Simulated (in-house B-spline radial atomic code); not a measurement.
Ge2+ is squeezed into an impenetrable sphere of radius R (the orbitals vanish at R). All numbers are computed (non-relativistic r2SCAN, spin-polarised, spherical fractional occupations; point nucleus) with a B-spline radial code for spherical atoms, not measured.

Energies in eV above the free ion in [Ar] 3d10 4s2:

| R (bohr) | highest level (eV) | [Ar] 3d10 4s2 | [Ne] 3s2 3p5 3d10 4s2 4f1 | [Ar] 3d10 4s1 4f1 |
| --- | --- | --- | --- | --- |
| 8.78 | -29.1 | 1.232e-05 | 142.2 | 26.43 |
| 6.9 | -29.1 | 0.00163 | 143.6 | 27.87 |
| 4.89 | -28.8 | 0.1948 | 149.1 | 33.56 |
| 4.3 | -28.4 | 0.7127 | 153.1 | 37.72 |
| 3.63 | -26.7 | 2.922 | 161.9 | 46.34 |
| 3.25 | -24.4 | 6.392 | 171.3 | 54.97 |
| 2.51 | -11.2 | 30.29 | 215.6 | 92.63 |
| 2.07 | 13.7 | 83.27 | 292.2 | 153.6 |
| 1.98 | 22.7 | 104 | 319.6 | 175 |
| 1.56 | 107 | 326.5 | 588.6 | 385.3 |

(1) Does [Ne] 3s2 3p5 3d10 4s2 4f1 fall below [Ar] 3d10 4s2 under compression?

(2) Does [Ar] 3d10 4s1 4f1 fall below [Ar] 3d10 4s2 under compression?

The highest level is first positive in the row R = 2.07 bohr, pushed up by confinement above the zero of the free ion's potential. Each configuration is held fixed and needn't be the lowest in the sphere.

Answers

(1) No, it stays above over the whole range.

(2) No, it stays above over the whole range.
